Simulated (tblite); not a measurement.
Species: C₄H₆OSSi.
Z-matrix (Å and degrees, GFN2-xTB geometry), rows numbered from 1:
```
Si
O   1  1.6274
C   2  1.3426  1  132.65
C   3  1.4237  2  121.45  1  -179.96
C   4  1.3542  3  112.31  2  -180.00
S   5  1.7188  4  112.21  3     0.01
C   3  1.3622  2  126.18  1     0.07
H   1  1.4641  2  110.62  3    60.36
H   1  1.4645  2  110.63  3   -60.47
H   1  1.4528  2   98.61  3   179.93
H   4  1.0744  3  122.84  2    -0.10
H   5  1.0714  4  128.34  3   179.88
H   7  1.0709  3  127.76  2     0.11
```

Method: GFN2-xTB as coded in tblite; computed harmonic values from a numerical Hessian at the method's own geometry, unscaled. Errors from tens to a few hundred cm⁻¹ against measured bands are possible. Modes of hydrogen on silicon can be 10 to 20 % off. One conformer, not necessarily the lowest.

Harmonic wavenumbers (cm⁻¹): 58.7, 119.6, 120.7, 274.0, 363.0, 407.4, 484.3, 588.0, 605.6, 608.6, 655.3, 709.2, 750.6, 753.8, 800.7, 811.2, 826.8, 829.8, 867.1, 881.4, 1009.1, 1070.2, 1139.7, 1198.1, 1374.9, 1466.7, 1573.9, 2235.6, 2262.8, 2357.3, 3143.2, 3169.8, 3173.5.

A = 5509, B = 1006, C = 858.8 MHz; mass 129.991 u (most abundant isotopes); point group Cs, symmetry number 1.

Q: What is the zero-point energy?

A: Half the sum of the wavenumbers: 18345 cm⁻¹ = 52.45 kcal/mol.

Q: Entropy at 298.15 K, 1 bar (ideal gas, RRHO, classical rotation)?

A: Translation 40.53, rotation 28.60, vibration 18.90: S = 88.0 cal/(mol K).

Q: And Cp and H(298.15 K) − H(0)?

A: Cp = 31.04 cal/(mol K), of which vibrations give 23.09 (their classical limit is 33 R = 65.6); H(298.15 K) − H(0) = 5.50 kcal/mol without the zero-point energy, 3.13 from vibrations.

Q: What must be added to the electronic energy to get the Gibbs energy at 298.15 K and 1 bar?

A: ZPE + [H(298.15 K) − H(0)] − T·S = 52.45 + 5.50 − 26.25 = 31.70 kcal/mol.

Q: Blend soft modes into free rotors: weight 1/[1 + (100 cm⁻¹/ν̃)⁴] for the oscillator and the rest for a rotor with moment μB/(μ + B), μ = h/(8π²ν), B = 10⁻⁴⁴ kg m². What vibrational entropy results?

A: 17.64 cal/(mol K) in place of 18.90, which changes −T·S at 298.15 K by +0.38 kcal/mol.

Hindered rotation and anharmonicity are outside this model. Other conformers, if any are populated, would add a mixing term that is left out.
